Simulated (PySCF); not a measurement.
Bond curve of KAs

Set-up: K pcseg-1, As pcseg-1; no relativity (PySCF 2.14). Energies in eV from K + As in their ground configurations at the same level. State: ³Σ⁻ (triplet), unpaired electrons π ↑↑.

All columns are PBE. A positive dipole means K(−)As(+).

```csv
R (Å),E (eV),μ (D),Mulliken charge on K (basis-dependent),HOMO (eV),LUMO (eV),Mayer bond order,⟨S²⟩
2.684,-0.959,-6.67,0.51,-2.93,-2.55,0.84,2.02
2.809,-1.176,-7.02,0.50,-2.96,-2.44,0.84,2.02
2.934,-1.293,-7.32,0.48,-2.97,-2.34,0.86,2.03
3.027,-1.335,-7.52,0.46,-2.96,-2.28,0.87,2.03
3.121,-1.348,-7.69,0.45,-2.96,-2.23,0.87,2.03
3.215,-1.339,-7.84,0.43,-2.95,-2.19,0.87,2.04
3.340,-1.303,-8.00,0.42,-2.94,-2.14,0.87,2.05
3.495,-1.232,-8.15,0.40,-2.93,-2.09,0.86,2.07
3.683,-1.126,-8.25,0.38,-2.92,-2.06,0.84,2.11
3.933,-0.973,-8.24,0.36,-2.91,-2.14,0.79,2.17
```

A fit through these points gives, at Re = 3.125 Å, μ = -7.70 D and dμ/dR = -1.71 D/Å; the reduced mass is 25.63 u.

Problem. How strong is the fundamental in the double-harmonic approximation, I = 42.26·(dμ/dR)²/μred km/mol?

Solution. I = 42.26·(-1.71)²/25.63 = 4.82 km/mol at PBE.

⟨S²⟩ of the unrestricted solution departs from its pure value on part of the curve, where spin states mix. Spin–orbit coupling is left out. The state is the lowest determinant that a PBE0 search found; another state may lie lower at other levels.
